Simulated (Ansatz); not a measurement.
Cost and result for the atomization energy of ClFGeH4Si, SMILES `F[SiH](Cl)[GeH3]` (8 atoms, 7 bonds).

Cartesian coordinates in Å:
```
F -2.238 -0.003 0.380
Si -0.973 0.284 -0.550
Cl -0.874 2.303 -0.872
Ge 1.005 -0.441 0.551
H -1.234 -0.360 -1.858
H 0.929 -1.947 0.842
H 1.174 0.329 1.867
H 2.210 -0.165 -0.360
```

Total charge 0; spin multiplicity 1. Correlated methods include outer-core shells of Ge, which these sets cover unevenly. Scalar relativity is left out up to krypton. The structure was optimised at the PBE0-D4/def2-TZVP level. Program: Ansatz. All runs use 4 threads of an Arm Neoverse V2 on a shared host. Times are those of one run each, without the atoms' runs, and a repeat can differ threefold. Electronic energies, without spin–orbit coupling; frozen cores. CCSD(T)/CBS adds CCSD(T) − MP2 in def2-TZVPP to the MP2 limit, and its time is that of the two runs behind it. T1 = 0.012. With those shells the extrapolation isn't a true limit. B3LYP takes the VWN-RPA correlation (the form of Gaussian; ORCA's B3LYP/G). HSE06 is the plane-wave form, built on full-range PBE exchange.

CCSD(T)/CBS is a level of theory with its own doubt, some kJ/mol a heavy atom from the limit and from the frozen cores, so smaller differences don't rank the functionals.

```json
{"level": "LDA (SPW92)/def2-TZVPP", "functions": "219", "wall time": "0.95 s"}
{"level": "BLYP-D4/def2-TZVPP", "functions": "219", "wall time": "1.4 s"}
{"level": "PBE-D4/def2-TZVPP (with forces)", "functions": "219", "wall time": "1.9 s"}
{"level": "PBE0-D4/def2-TZVPP", "functions": "219", "wall time": "2.4 s"}
{"level": "HSE06-D4/def2-TZVPP", "functions": "219", "wall time": "2.5 s"}
{"level": "CCSD(T)/def2-SVP", "functions": "102", "wall time": "2.9 s"}
{"level": "r2SCAN-D4/def2-TZVPP (with forces)", "functions": "219", "wall time": "3.5 s"}
{"level": "B3LYP-D4/def2-TZVPP (with forces)", "functions": "219", "wall time": "3.6 s"}
{"level": "ωB97X-V/def2-TZVPP", "functions": "219", "wall time": "6 s"}
{"level": "ωB97M-V/def2-TZVPP (with forces)", "functions": "219", "wall time": "8.5 s"}
{"level": "MP2/def2-QZVPP", "functions": "406", "wall time": "13 s"}
{"level": "CCSD(T)/def2-TZVPP", "functions": "219", "wall time": "78 s"}
{"level": "CCSD(T)/CBS(def2)", "functions": "–", "wall time": "90 s"}
```

What atomization energy does each give, and how far from CCSD(T)/CBS? (An estimate is asked.)

Computed: 
| level | atomization (kcal/mol) | difference from CCSD(T)/CBS | per bond |
| --- | --- | --- | --- |
| LDA (SPW92)/def2-TZVPP | 657.9 | 69.9 | 10.0 |
| BLYP-D4/def2-TZVPP | 573.3 | -14.7 | -2.1 |
| PBE-D4/def2-TZVPP (with forces) | 581.2 | -6.8 | -1.0 |
| PBE0-D4/def2-TZVPP | 575.9 | -12.1 | -1.7 |
| HSE06-D4/def2-TZVPP | 575.9 | -12.1 | -1.7 |
| CCSD(T)/def2-SVP | 537.2 | -50.8 | -7.2 |
| r2SCAN-D4/def2-TZVPP (with forces) | 586.3 | -1.7 | -0.2 |
| B3LYP-D4/def2-TZVPP (with forces) | 577.8 | -10.2 | -1.5 |
| ωB97X-V/def2-TZVPP | 589.0 | 1.0 | 0.1 |
| ωB97M-V/def2-TZVPP (with forces) | 582.7 | -5.3 | -0.8 |
| MP2/def2-QZVPP | 587.4 | -0.6 | -0.1 |
| CCSD(T)/def2-TZVPP | 572.4 | -15.6 | -2.2 |
| CCSD(T)/CBS(def2) | 588.0 | 0.0 | 0.0 |

In def2-TZVPP, CCSD(T) changes the Hartree–Fock value by +135.8 kcal/mol (the triples alone add +7.5 kcal/mol) and MP2 by +141.5 kcal/mol; breaking electron pairs costs correlation energy, which Hartree–Fock lacks. From BLYP to BHLYP (50 % exact exchange), in def2-TZVPP and without D4, the atomization energy moves by −1.7 kcal/mol: exact exchange takes away binding that semilocal exchange gives to molecules. At CCSD(T), def2-SVP lies −50.7 kcal/mol from the extrapolated value and def2-TZVPP −15.6 kcal/mol: correlation converges slowly with the basis, and small sets miss more of it in the bonded molecule than in its fragments.
